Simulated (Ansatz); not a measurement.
In2Te3. Charge 0, multiplicity 1. Geometry relaxed at r2SCAN-D4/def2-SVP.

```csv
atom,x (Å),y (Å),z (Å)
In1,2.4175,-0.2321,0.1309
In2,-1.9864,1.3968,0.1349
Te3,-0.0767,-0.2124,2.0495
Te4,-0.5724,-1.5465,-0.3529
Te5,0.2180,0.5941,-1.9624
```

In the def2 sets In, Te take a core potential; there is no spin–orbit coupling. The structure comes from a short search, and lower isomers may exist.

Problem. Estimate the harmonic wavenumbers at RKS r2SCAN-D4/def2-SVP (Ansatz, unscaled). Is this a minimum?

Solution. 32, 34, 78, 80, 82, 114, 124, 173, 192 cm⁻¹. Yes, no mode is imaginary beyond noise. Zero-point energy 5.4 kJ/mol. Hardware: 4 threads of Arm Neoverse V2 on a shared host. Wall time 62 s.
